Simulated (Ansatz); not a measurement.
`CN(C)[Si]Cl`, one more setting.

```yaml
crystal:
  periodic: [false, false, false]
  atoms:
    - {symbol: C, position_ang: [-0.222325, 1.314360, -0.479703]}
    - {symbol: N, position_ang: [0.026405, -0.107952, -0.337815]}
    - {symbol: C, position_ang: [0.092983, -0.526892, 1.043027]}
    - {symbol: Si, position_ang: [0.185353, -0.985219, -1.797320]}
    - {symbol: Cl, position_ang: [0.521073, -2.941376, -1.083060]}
    - {symbol: H, position_ang: [0.573613, 1.900574, -0.006641]}
    - {symbol: H, position_ang: [-0.265529, 1.587505, -1.537867]}
    - {symbol: H, position_ang: [-1.174316, 1.594221, -0.014533]}
    - {symbol: H, position_ang: [0.286677, -1.595242, 1.109208]}
    - {symbol: H, position_ang: [0.891600, 0.009859, 1.568295]}
    - {symbol: H, position_ang: [-0.850034, -0.306837, 1.557010]}
basis:
  gaussian: {orbitals: def2-SVPD, fitting: {mean_field: cc-pVTZ-jkfit}, final_grid: {core_spheres: 20, valence_spheres: 16, degree: 47}}
hamiltonian: {xc: {name: r2SCAN50}}
scf: {lower_state_search: off}
```

```sh
$ ansatz run in.yaml --threads 4 --pin off --events-out ev --progress --plain --max-ram 10444MiB
```

Output, abridged:

```
Functional definition: r2SCAN50
659 factors; integrals over basis functions are off by at most 2.8e-1 eV
mean field evaluation 1: about -24046.0311 eV, gradient 3.9e1 eV
mean field evaluation 2: about -24044.7522 eV, gradient 4.6e1 eV
mean field evaluation 4: about -24049.8040 eV, gradient 1.8e0 eV
mean field evaluation 8: about -24049.8120 eV, gradient 2.3e-2 eV
mean field evaluation 16: about -24049.8120 eV, gradient 6.7e-6 eV
mean field -24049.81199067 eV, -883.8142891092 hartree, gradient 6.7e-6 eV, S^2 0.000000; 0 other end points of the search recorded, 0 dependent functions left out
reference -24049.81199962 eV, -883.8142894379 hartree; 28, 28 occupied and 131, 131 virtual orbitals, 659 factors
Total energy: -24049.81199962 eV, -883.8142894379 hartree
Checks for a lower state left out: stability, starts, cluster_reference, orbital_swaps, neighbouring_geometries, increment
```

Hardware: 4 threads of an Arm Neoverse V1 on a shared host. Wall time 2.5 s, peak host memory 0.24 GiB.
